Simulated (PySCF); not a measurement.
F2OS, charge -1, doublet, geometry from GFN2-xTB (a state made from the parent by changing its charge; the spin is typed, not shown lowest). Base run: CAMB3LYP/6-31G (PySCF).

PySCF was given this input:
```python
from pyscf import gto, scf, dft

mol = gto.M(
    atom='''
O     1.302563   -0.091502   -0.179801
S    -0.137690    0.009672    0.019006
F    -0.341904    1.865449   -0.039626
F    -0.571149   -1.801309    0.165660
''',
    basis='6-31g',
    charge=-1,
    spin=1,
    verbose=4,
)

mf = dft.UKS(mol)
mf.xc = 'camb3lyp'
mf.kernel()
```

The base run was repeated with changes; each row names its change, and settings that it needs were set with it.

```csv
change,ΔE vs base (mEh),SCF cycles,<S^2>,outcome
base,0.000,11,0.752,converged
diis = off; damp = 0.6 (with mf.diis_start_cycle = 200; with mf.max_cycle = 150),0.000,38,0.752,converged
DIIS = EDIIS,-,50,-,not converged
conv_tol = 1e-4,0.012,6,0.752,converged
conv_tol = 1e-12,0.000,15,0.752,converged
conv_tol_grad = 1e-3,0.000,11,0.752,converged
level_shift = 1.0 (with mf.max_cycle = 100),0.000,31,0.752,converged
level_shift = 0.3 (with mf.max_cycle = 100),0.000,17,0.752,converged
init_guess = vsap,0.000,11,0.752,converged
level_shift = 0.5 (with mf.max_cycle = 100),0.000,21,0.752,converged
conv_tol = 1e-7,0.000,9,0.752,converged
conv_tol_grad = 1e-7,0.000,15,0.752,converged
conv_tol = 1e-11,0.000,13,0.752,converged
```

Open shells are given as the SCF converged; they aren't shown to be the lowest states, and a large step between rows can be another state.
